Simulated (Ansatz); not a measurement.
BrClF2Ge (`[F][Ge]([F])([Cl])[Br]`). Charge 0, multiplicity 1.

Problem. List the harmonic frequencies (cm⁻¹, unscaled) at PBE0-D4/def2-TZVP in Ansatz. (An estimate is asked.)

Solution. Computed: 116, 152, 183, 220, 237, 339, 469, 740, 760.

Problem. Is this a minimum?

Solution. Yes, all 9 modes are real.

Problem. Give the ideal-gas thermochemistry at 298.15 K and 1 bar (rigid rotor, harmonic oscillator; point group Cs, symmetry number 1).

Solution. Zero-point energy 19.2 kJ/mol; H(298) − E = 39.1 kJ/mol; entropy 358.7 J/(mol·K), of which translation 176.5, rotation 122.2, vibration 60.1; G(298) − E = -67.9 kJ/mol.

Problem. And at 400, 500, 600, 800 and 1000 K?

Solution. 
```csv
T (K),H − E (kJ/mol),S (J/mol/K),G − E (kJ/mol)
400,48.6,386.3,-105.9
500,58.5,408.2,-145.6
600,68.6,426.7,-187.4
800,89.3,456.5,-275.9
1000,110.4,480.0,-369.6
```

Problem. Rotational constants (cm⁻¹)?

Solution. 0.08095, 0.03701, 0.03224.
